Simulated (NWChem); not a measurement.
Program: NWChem. System: HBCl, charge 1, spin multiplicity 1, at the geometry of a parent with another charge or spin, in a state set for the comparison that need not be this species' ground state. Level: MP2/def2-TZVPD, 6 core orbitals frozen.

Job file:

```
start mol
memory heap 200 mb stack 900 mb global 1100 mb
charge 1
geometry units angstroms nocenter noautoz
  B      1.152957    -0.462696     0.000000
  Cl    -0.463725     0.120702     0.000000
  H      2.118541     0.261542     0.000000
  symmetry group Cs
end
basis spherical
  * library def2-tzvpd
end
scf
  rhf
  nopen 0
  maxiter 100
  thresh 1e-7
  semidirect memsize 60000000 filesize 0
end
mp2
  freeze core 6
end
task mp2 energy
```

Part of the output:

```
             Northwest Computational Chemistry Package (NWChem) 7.3.0
             --------------------------------------------------------

                                NWChem Input Module
                                -------------------

 Scaling coordinates for geometry "geometry" by  1.889725989
 (inverse scale =  0.529177249)

 Turning off AUTOSYM since
 SYMMETRY directive was detected!

                             Geometry "geometry" -> ""
                             -------------------------

 Output coordinates in angstroms (scale by  1.889725989 to convert to a.u.)

  No.       Tag          Charge          X              Y              Z
 ---- ---------------- ---------- -------------- -------------- --------------
    1 B                    5.0000     1.15295700    -0.46269600     0.00000000
    2 Cl                  17.0000    -0.46372500     0.12070200     0.00000000
    3 H                    1.0000     2.11854100     0.26154200     0.00000000

 Effective nuclear repulsion energy (a.u.)      31.8413051694

            Nuclear Dipole moment (a.u.)
            ----------------------------
        X                 Y               Z
 ---------------- ---------------- ----------------
     0.0000018897    -0.0000075589     0.0000000000

      Symmetry information
      --------------------

 Group name             Cs
 Group number              2
 Group order               2
 No. of unique centers     3

      Symmetry unique atoms

     1    2    3


 Summary of "ao basis" -> "" (spherical)
 ------------------------------------------------------------------------------
       Tag                 Description            Shells   Functions and Types
 ---------------- ------------------------------  ------  ---------------------
 *                         def2-tzvpd                 on all atoms

 Summary of "ao basis" -> "ao basis" (spherical)
 ------------------------------------------------------------------------------
       Tag                 Description            Shells   Functions and Types
 ---------------- ------------------------------  ------  ---------------------
[...]
     1   1 0 0      1.634947      0.000000      0.000002
     1   0 1 0     -0.722548      0.000000     -0.000008
     1   0 0 1     -0.000000      0.000000      0.000000

     2   2 0 0     -5.709209      0.000000     52.817684
     2   1 1 0     -2.404517      0.000000    -10.944557
     2   1 0 1     -0.000000      0.000000      0.000000
     2   0 2 0    -10.145379      0.000000      4.951333
     2   0 1 1     -0.000000      0.000000      0.000000
     2   0 0 2    -11.901305      0.000000      0.000000

                   NWChem MP2 Semi-direct Energy/Gradient Module
                   ---------------------------------------------

  Basis functions       =     92
  Molecular orbitals    =     92
  Frozen core           =      6
  Frozen virtuals       =      0
  Active alpha occupied =      5
  Active beta occupied  =      5
  Active alpha virtual  =     81
  Active beta virtual   =     81
  Use MO symmetry       = T
  Use skeleton AO sym   = T

  AO/Fock/Back tols     =   1.0D-09  1.0D-09  1.0D-09

 GA uses MA = F    GA memory limited = T

 Available:
  local mem=  1.26D+08
 global mem=  1.44D+08
 local disk=  0.00D+00
  mp2_memr nvloc                    81
  nvloc new                    81
   1 passes of   5:        4194304                      37508                   5887457.
   1 passes of   5: M    126149985           G      144162272           F     121955681.

 Semi-direct pass number   1 of   1  for RHF alpha+beta  at        2.5s
  vrange nnbf                  4265
  mp2_eaftype                    22  avail_ma_in_mb                  1099
 EAF : mp2_eaftype filesize          22    2943728.
  mp2_eaf for mointskh                     22
Node 0 wrote     13.8 Mb in      0.0 s     Agg I/O rate:   567.0 Mb/s
 Done moints_semi at        5.4s
  mp2_eaftype                    22  avail_ma_in_mb                  1077
 EAF : mp2_eaftype filesize          22    2943728.
  mp2_eaf for kh                    22
 Done maket at        5.5s
 Done multipass loop at        5.5s

          -------------------------------------------
          SCF energy                -484.433388717474
          Correlation energy          -0.259859357218
          Singlet pairs               -0.170571681782
          Triplet pairs               -0.089287675436
          Total MP2 energy          -484.693248074691
          -------------------------------------------

          ---------------------------------------------------
                    Spin Component Scaled (SCS) MP2
          Same spin pairs                     -0.059525116957
          Same spin scaling factor             0.333333333333
          Opposite spin pairs                 -0.200334240261
          Opposite spin scaling fact.          1.200000000000
          SCS-MP2 correlation energy          -0.260242793965
          Total SCS-MP2 energy              -484.693631511439
          ---------------------------------------------------

 -----------------------
 Performance information
 -----------------------

 Timer overhead =  1.35D-07 seconds/call

               Nr. of calls         CPU time (s)                 Wall time (s)                GFlops
             ---------------    -------------------     ------------------------------   -------------------
Name         Min   Avg   Max    Min     Avg     Max     Min     Avg     Max   Mx/calls   Min     Max     Sum
mp2: moin     1     1     1    2.9     2.9     2.9      2.9     2.9     2.9     2.9      0.0     0.0     0.0
mp2: make     1     1     1   0.11    0.11    0.11     0.11    0.11    0.11    0.11      0.0     0.0     0.0
mp2: tota     1     1     1    3.1     3.1     3.1      3.1     3.1     3.1     3.1      0.0     0.0     0.0

 The average no. of pstat calls per process was 3.00D+00
 with a timing overhead of 4.04D-07s

 Task  times  cpu:        5.5s     wall:        5.5s

 Total times  cpu:        5.5s     wall:        5.5s
```
